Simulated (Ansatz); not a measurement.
CuCl₂. The state is a doublet with charge 0. Geometry PBE0-D4/def2-TZVP; atoms count from 1.

Cartesian coordinates in Å:
```
Cu 0.000 0.000 0.000
Cl 0.850 -1.853 -0.290
Cl -0.850 1.853 0.290
```

The structure comes from a short search, and lower isomers may exist.

Estimate the Mulliken populations from the PBE0/def2-TZVP orbitals of Ansatz.


```json
{"atom": "Cu1", "charge (e)": "0.51", "spin (α − β)": "0.48", "d electrons": "9.49"}
{"atom": "Cl2", "charge (e)": "-0.25", "spin (α − β)": "0.26", "d electrons": "–"}
{"atom": "Cl3", "charge (e)": "-0.25", "spin (α − β)": "0.26", "d electrons": "–"}
```
Mulliken values depend strongly on the basis.

Where does the spin sit?

Summed by element: Cu 0.48, Cl 0.52, of 1 unpaired in all. Largest on single atoms: Cu1 0.48, Cl3 0.26, Cl2 0.26.

And the Mayer bond orders between heavy atoms (over 0.3)?

Cu1–Cl2 1.11 (2.06 Å); Cu1–Cl3 1.11 (2.06 Å).
